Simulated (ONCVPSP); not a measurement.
## Pseudopotential generation for Cr: ONCV, PBE, fully relativistic.

ONCVPSP 4.0.1 input, shortened (lines: element, Z, core and valence counts, functional; n l f; lmax; l rc ep ncon nbas qcut; lloc lpopt rc5 dvloc0; l nproj debl; icmod fcfact rcfact), PBE, fully relativistic:

```
  Cr 24.00    5    3        4      upf
    1    0    2.00
    2    0    2.00
    2    1    6.00
    3    0    2.00
    3    1    6.00
    3    2    5.00
    4    0    0.75
    4    1    0.25
    2
    0    2.40    0.00    3    7    2.10
    1    3.85    0.00    4    8    2.50
    2    1.90    0.00    3    8    9.50
    4    5    1.75   -1.00
    0    2    1.50
    1    3    1.60
    2    2    3.80
    3    4.50    1.65
```

Open shells are filled in proportion to 2j + 1.

Poles of the logarithmic derivatives, all-electron (AE) and pseudo (PS). s: poles at 1.3 (AE) and 1.3 (PS) Ha. p3/2: poles at 0.3, 2.0, 4.4 (AE) and 0.3, 2.0, 4.0, 4.8 (PS) Ha. p1/2: poles at 0.3, 1.9, 4.4 (AE) and 0.3, 1.9, 4.0, 4.8 (PS) Ha. d5/2: poles at 0.2, 4.6 (AE) and 0.2, 4.6 (PS) Ha. d3/2: poles at 0.2, 4.6 (AE) and 0.2, 4.6 (PS) Ha. Test radii: s 2.44, p3/2 3.91, p1/2 3.91, d5/2 1.93, d3/2 1.93 bohr.

* Cutoffs needed: 30 Ha and 35 Ha (the cutoffs (Ha) at which the residual kinetic energy of the hardest occupied pseudo-wave falls to 1 and 0.1 mHa per electron)
* Ghost test: no bound ghost flagged; GHOST(+) flagged for s at 34.4 eV, p3/2 at 109.4 eV, p1/2 at 109.6 eV
* Configuration tests: 1 of 4 tests not solved or not reliable
* rms error of d²Exc/dni dnj: 9.25 mHa without and 4.02 mHa with the model core
